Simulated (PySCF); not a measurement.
This script is equivalent to a calculation on O⁺ (oxygen, charge +1).

```python
from pyscf import gto, scf, dft, mp, cc
import basis_set_exchange as bse
mol = gto.M(atom="O 0 0 0", charge=1, spin=3, symmetry="D2h",
            basis=gto.basis.parse(bse.get_basis("aug-cc-pV5Z", elements=["O"], fmt="nwchem")))
mf = dft.UKS(mol, xc="TPSSH")
mf.irrep_nelec = {'Ag': (2, 2), 'B1u': (1, 0), 'B2u': (1, 0), 'B3u': (1, 0)}
mf.kernel()
```

Q: What total energy does it give?

A: -74.591 hartree (calculated).

Q: Which occupied shell lies highest, and where?

A: 2p α, at -27.657 eV.

Q: What is ⟨S²⟩, and what would a pure spin state give?

A: 3.752, against 3.75.
